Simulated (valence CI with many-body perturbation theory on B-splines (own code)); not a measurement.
**Energy levels of Br11+**

Method: relativistic CI+MBPT: six valence electrons over a frozen Dirac-Fock core [Ar], radial functions for each j: 7 s, 7 p, 8 d, 6 f, 4 g, 1 h, with the one-electron correlation potential Σ1, the two-electron term Σ2, the three-electron term Σ3, Breit, model QED; selected CI, second order for the rest, scaled by the run's own slope (own B-spline code, finite nucleus).

No measured spectrum was set against this ion. As an estimate, terms of the open shell hold to 2 to 4 % of their energy, and close levels can change places. Core correlation moves these levels by up to 5600 cm⁻¹, and in measured spectra 5 to 20 % of such shifts remained as error; rates that hang on mixing are uncertain with them. Among the levels kept, up to 700 cm⁻¹ of a level comes from second order outside the variational space, and about a tenth of that is noise between levels of different J, which matters for small intervals. Only levels of the ground parity were solved; by the run's estimate the other parity begins above the list, which can be wrong where configurations are misplaced.

Levels 1 to 34 of 34, with energies above the lowest level, 3d⁶ ⁵D_4. "Leading %" is the weight of the configuration and term that name the level; weights of strongly mixed levels are sums over their largest components and can fall short. In the jj column 3d3/2^4 stands for four electrons in 3d with j = 3/2. Lifetimes count E1, E2, E3, M1 and M2 decay at the calculated energies, and are blank where another channel may lead or the interval is too uncertain; long ones can be off by a factor of two.

| No. | Configuration | Term | J | E (cm⁻¹) | Leading % | Second component | Leading jj | Lifetime |
| --- | --- | --- | --- | --- | --- | --- | --- | --- |
| 1 | 3d⁶ | ⁵D | 4 | 0.0 | 98 |  | 3d3/2^3 3d5/2^3 (47 %) |  |
| 2 | 3d⁶ | ⁵D | 3 | 4737 | 99 |  | 3d3/2^3 3d5/2^3 (57 %) | 273 ms |
| 3 | 3d⁶ | ⁵D | 2 | 7286 | 97 |  | 3d3/2^2 3d5/2^4 (57 %) | 956 ms |
| 4 | 3d⁶ | ⁵D | 1 | 8876 | 97 |  | 3d3/2^3 3d5/2^3 (52 %) | 2.70 s |
| 5 | 3d⁶ | ⁵D | 0 | 9692 | 97 |  | 3d3/2^2 3d5/2^4 (69 %) | 11.6 s |
| 6 | 3d⁶ | ³P | 2 | 46628 | 94 |  | 3d3/2^4 3d5/2^2 (40 %) | 8.23 ms |
| 7 | 3d⁶ | ³H | 4 | 47851 | 41 | 31 % 3d⁶ ³F | 3d3/2^4 3d5/2^2 (55 %) | 21.6 ms |
| 8 | 3d⁶ | ³H | 6 | 48032 | 96 |  | 3d3/2^3 3d5/2^3 (76 %) | 7890 s |
| 9 | 3d⁶ | ³H | 5 | 49413 | 81 | 18 % 3d⁶ ³G | 3d3/2^3 3d5/2^3 (78 %) | 3.02 s |
| 10 | 3d⁶ | ³F | 3 | 54671 | 82 | 16 % 3d⁶ ³G | 3d3/2^3 3d5/2^3 (64 %) | 14.1 ms |
| 11 | 3d⁶ | ³F | 4 | 54774 | 49 | 49 % 3d⁶ ³H | 3d3/2^2 3d5/2^4 (80 %) | 14.5 ms |
| 12 | 3d⁶ | ³F | 2 | 56356 | 96 |  | 3d3/2^3 3d5/2^3 (46 %) | 29.0 ms |
| 13 | 3d⁶ | ³P | 1 | 59396 | 94 |  | 3d3/2 3d5/2^5 (60 %) | 5.65 ms |
| 14 | 3d⁶ | ³P | 0 | 61386 | 82 | 15 % 3d⁶ ¹S | 3d3/2^3 3d5/2^3 (46 %) | 6.72 ms |
| 15 | 3d⁶ | ³G | 5 | 61852 | 81 | 18 % 3d⁶ ³H | 3d3/2^2 3d5/2^4 (78 %) | 46.9 ms |
| 16 | 3d⁶ | ³G | 4 | 65526 | 80 | 11 % 3d⁶ ³F | 3d3/2^2 3d5/2^4 (38 %) | 49.4 ms |
| 17 | 3d⁶ | ³G | 3 | 66876 | 82 | 16 % 3d⁶ ³F | 3d3/2^2 3d5/2^4 (67 %) | 30.4 ms |
| 18 | 3d⁶ | ¹I | 6 | 75378 | 96 |  | 3d3/2^2 3d5/2^4 (76 %) | 31.8 ms |
| 19 | 3d⁶ | ³D | 2 | 75696 | 87 | 8 % 3d⁶ ¹D | 3d3/2^2 3d5/2^4 (48 %) | 18.7 ms |
| 20 | 3d⁶ | ³D | 1 | 76890 | 96 |  | 3d3/2^2 3d5/2^4 (58 %) | 14.5 ms |
| 21 | 3d⁶ | ³D | 3 | 77522 | 97 |  | 3d3/2^3 3d5/2^3 (55 %) | 11.1 ms |
| 22 | 3d⁶ | ¹G | 4 | 80781 | 87 | 7 % 3d⁶ ³F | 3d3/2 3d5/2^5 (44 %) | 7.90 ms |
| 23 | 3d⁶ | ¹S | 0 | 91621 | 81 | 19 % 3d⁶ ³P | 3d5/2^6 (37 %) | 3.86 ms |
| 24 | 3d⁶ | ¹D | 2 | 91892 | 85 | 9 % 3d⁶ ³D | 3d3/2 3d5/2^5 (37 %) | 8.27 ms |
| 25 | 3d⁶ | ¹F | 3 | 104430 | 90 | 9 % 3d⁶ ³F | 3d3/2^3 3d5/2^3 (76 %) | 22.2 ms |
| 26 | 3d⁶ | ³P | 0 | 118110 | 95 | 4 % 3d⁶ ¹S | 3d3/2^4 3d5/2^2 (46 %) |  |
| 27 | 3d⁶ | ³P | 1 | 121480 | 99 |  | 3d3/2^3 3d5/2^3 (77 %) |  |
| 28 | 3d⁶ | ³F | 4 | 125240 | 95 |  | 3d3/2^2 3d5/2^4 (60 %) |  |
| 29 | 3d⁶ | ³F | 2 | 125530 | 98 |  | 3d3/2^2 3d5/2^4 (67 %) | 6.53 ms |
| 30 | 3d⁶ | ³F | 3 | 127840 | 90 | 8 % 3d⁶ ¹F | 3d3/2 3d5/2^5 (46 %) |  |
| 31 | 3d⁶ | ³P | 2 | 129860 | 97 |  | 3d3/2^2 3d5/2^4 (52 %) | 6.71 ms |
| 32 | 3d⁶ | ¹G | 4 | 142010 | 95 |  | 3d3/2^2 3d5/2^4 (53 %) |  |
| 33 | 3d⁶ | ¹D | 2 | 188400 | 99 |  | 3d3/2^2 3d5/2^4 (70 %) |  |
| 34 | 3d⁶ | ¹S | 0 | 242720 | 99 |  | 3d3/2^2 3d5/2^4 (74 %) |  |

Names give the largest LS component (configuration and term), which can be under half, so a name can repeat, a term be missing and a line seem to break the LS rules; names also repeat where a configuration has a term twice.

The ionisation energy to 3d⁵ ⁶S5/2 of the next ion comes out as 338.89 eV (NIST: 338 ± 2.5 eV (theoretical)). All 34 levels together are meant to be complete up to 252340 cm⁻¹.
